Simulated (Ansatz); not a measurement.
A run for Ansatz (a first-principles code): U-PBE0/def2-TZVPP on RhCl, 2S+1 = 5, a spin state set in the input, which need not be the lowest. Elements past Kr take the def2 small-core potentials; no spin–orbit coupling.

Ansatz 0.2 input:
```yaml
crystal:
  periodic: [false, false, false]
  atoms:
    - {symbol: Rh, position_ang: [0.00000000, 0.00000000, 0.00000000]}
    - {symbol: Cl, position_ang: [0.00000000, 0.00000000, 2.31800000]}
basis:
  gaussian:
    orbitals: def2-TZVPP
hamiltonian:
  xc: {name: PBE0}
magnetization: {spin_polarized: true, initial_magnetization: 4}
relax: {f_tol: 0.002, max_steps: 120}
```

Task: What total energy does the run end on?

Result: -570.5479 hartree.

Task: How many basis functions does it have, and what does it roughly cost on one machine?

Result: 98 functions; very roughly 40 core-seconds.
